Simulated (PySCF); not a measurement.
Compound: C₆H₇F₃Si.
Numbering: `[CH3:1][C:2]1=[CH:3][SiH2:4][C:5]([C:6]([F:7])([F:8])[F:9])=[CH:10]1` (hydrogens: H11, H12, H13 on C1; H14 on C3; H15, H16 on Si4; H17 on C10)

Level: PBE0/def2-SVPD in PySCF, non-relativistic, on one gas-phase PBE0-D3(BJ)/def2-SVP geometry that isn't relaxed in the solvent. The solvent is an IEF-PCM continuum (cavity from Bondi-type radii × 1.2), and excitations are vertical TDDFT with non-equilibrium linear response and a frozen core. Specific hydrogen bonds and non-electrostatic terms are outside this model.

Gas-phase singlets (H = HOMO, L = LUMO):

| state | E (eV) | λ (nm) | f | leading configurations |
| --- | --- | --- | --- | --- |
| S1 | 4.383 | 283 | 0.069 | H→L 98% |
| S2 | 5.728 | 216 | 0.000 | H-2→L 86%, H-3→L 13% |
| S3 | 6.018 | 206 | 0.004 | H-3→L 85%, H-2→L 12% |
| S4 | 6.178 | 201 | 0.074 | H-1→L 78%, H→L+3 20% |
| S5 | 6.413 | 193 | 0.002 | H→L+1 96% |

Question: Give the list for benzene (ε = 2.271), n² = 2.25.

Answer: 
```tsv
state	E (eV)	λ (nm)	f	leading configurations	change by rank (eV)
S1	4.322	287	0.090	H→L 98%	-0.061
S2	5.701	217	0.001	H-2→L 89%, H-3→L 10%	-0.027
S3	6.003	207	0.005	H-3→L 88%, H-2→L 10%	-0.015
S4	6.145	202	0.131	H-1→L 83%, H→L+3 16%	-0.033
S5	6.424	193	0.003	H→L+1 97%	+0.011
```

Question: The ground-state energy changes by -0.062 eV from gas to benzene. By how much does the total energy of gas-phase S1 change?

Answer: E(S1) = E(S0) + excitation energy, so it changes by -0.062 − 0.061 = -0.123 eV: it is lowered more than the ground state, which is what a red shift means. This is the vertical state, with the slow part of the continuum still set for S0.

Question: How do the frontier levels move from gas to benzene?

Answer: 
```csv
orbital,gas (eV),solvent (eV),change (eV),"Löwdin shares, gas","Löwdin shares, solvent"
LUMO+2,0.60,0.66,+0.06,"Si4 32 %, H15 9 %, H16 9 %, C5 7 %","Si4 30 %, H15 9 %, H16 9 %, C6 9 %"
LUMO+1,0.34,0.48,+0.14,"Si4 27 %, C1 12 %, C3 10 %, H16 8 %","Si4 30 %, C3 10 %, C1 9 %, H16 9 %"
LUMO,-2.04,-1.94,+0.10,"C10 21 %, C5 19 %, C3 16 %, C2 16 %","C10 21 %, C5 19 %, C3 16 %, C2 15 %"
HOMO,-7.25,-7.15,+0.10,"C3 30 %, C5 20 %, C2 20 %, C10 11 %","C3 30 %, C2 20 %, C5 20 %, C10 11 %"
HOMO-1,-9.15,-9.04,+0.11,"C10 19 %, Si4 19 %, C5 13 %, H15 12 %","C10 19 %, Si4 18 %, C5 13 %, H15 12 %"
HOMO-2,-9.34,-9.21,+0.13,"C3 34 %, Si4 22 %, C2 10 %, C1 10 %","C3 34 %, Si4 22 %, C1 10 %, C2 10 %"
HOMO-3,-9.56,-9.47,+0.09,"C5 28 %, Si4 23 %, C10 12 %, H16 6 %","C5 29 %, Si4 23 %, C10 12 %, H17 6 %"
```

The HOMO–LUMO gap goes from 5.21 to 5.21 eV.

Shape of the structure used: `[CH3:1][C:2]1=[CH:3][SiH2:4][C:5]([C:6]([F:7])([F:8])[F:9])=[CH:10]1`: Si4–C5–C6–F7 -179°.
